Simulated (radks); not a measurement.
Removal energies from the barium ion Ba4+, [Kr] 4d10 5s2 5p4, by Delta-SCF beside the eigenvalue of the level emptied. Calculated with a radial shooting solver on a logarithmic mesh with Libxc functionals: scalar-relativistic Kohn-Sham, BLYP, spin-polarised, spherical densities, finite nucleus; Fermi nuclear charge, rms radius of each element as measured or else 0.836 A^(1/3) + 0.57 fm. Open shells are filled with parallel spins first.

| removed from | final configuration | Delta-SCF (eV) | -eigenvalue (eV) |
|---|---|---|---|
| 5p | [Kr] 4d10 5s2 5p3 | 58.619 | 52.815 |
| 5s | [Kr] 4d10 5s1 5p4 | 75.598 | 69.139 |
| 4d | [Kr] 4d9 5s2 5p4 | 139.79 | 128.72 |
| 4p | [Ar] 3d10 4s2 4p5 4d10 5s2 5p4 | 231.99 | 220.17 |
